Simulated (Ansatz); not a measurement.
CH5FOSn, SMILES `O[CH](F)[SnH3]`, relaxed with RKS PBE-D4/def2-SVP in the Gaussian-basis code of Ansatz from a rough embedded geometry. The force threshold is 0.03 eV/Å; the program also tests the step.

Total charge 0; spin multiplicity 1. Sn: def2 effective core potential.

Start:

```xyz
9

O     0.377    1.720   -0.548
C     0.879    0.461   -0.091
F     1.500    0.550    1.170
Sn   -0.714   -0.902   -0.032
H    -0.224    2.029    0.238
H     1.628    0.109   -0.839
H    -1.891   -0.384    1.183
H    -1.486   -1.047   -1.566
H    -0.070   -2.536    0.486
```

```json
{"step": "1", "energy (eV)": "-11701.3883", "largest force (eV/Å)": "2.071", "largest move (Å)": "0.000"}
{"step": "2", "energy (eV)": "-11701.5871", "largest force (eV/Å)": "1.561", "largest move (Å)": "0.179"}
{"step": "3", "energy (eV)": "-11701.6950", "largest force (eV/Å)": "0.895", "largest move (Å)": "0.075"}
{"step": "4", "energy (eV)": "-11701.7127", "largest force (eV/Å)": "0.458", "largest move (Å)": "0.087"}
{"step": "5", "energy (eV)": "-11701.7201", "largest force (eV/Å)": "0.103", "largest move (Å)": "0.038"}
{"step": "6", "energy (eV)": "-11701.7212", "largest force (eV/Å)": "0.058", "largest move (Å)": "0.041"}
{"step": "7", "energy (eV)": "-11701.7226", "largest force (eV/Å)": "0.012", "largest move (Å)": "0.038"}
{"step": "8", "energy (eV)": "-11701.7229", "largest force (eV/Å)": "0.021", "largest move (Å)": "0.031"}
{"step": "9 (rejected)", "energy (eV)": "-11701.7228", "largest force (eV/Å)": "0.037", "largest move (Å)": "0.040"}
{"step": "10", "energy (eV)": "-11701.7231", "largest force (eV/Å)": "0.024", "largest move (Å)": "0.019"}
```

End:

```xyz
9

O     0.432    1.797   -0.352
C     0.896    0.516   -0.136
F     1.598    0.428    1.073
Sn   -0.731   -1.000   -0.028
H    -0.248    1.999    0.320
H     1.612    0.297   -0.958
H    -1.909   -0.282    1.024
H    -1.453   -1.252   -1.580
H    -0.196   -2.503    0.635
```

Run time 9 s (4 threads of an Arm Neoverse V2 on a shared host); peak host memory 0.15 GiB.
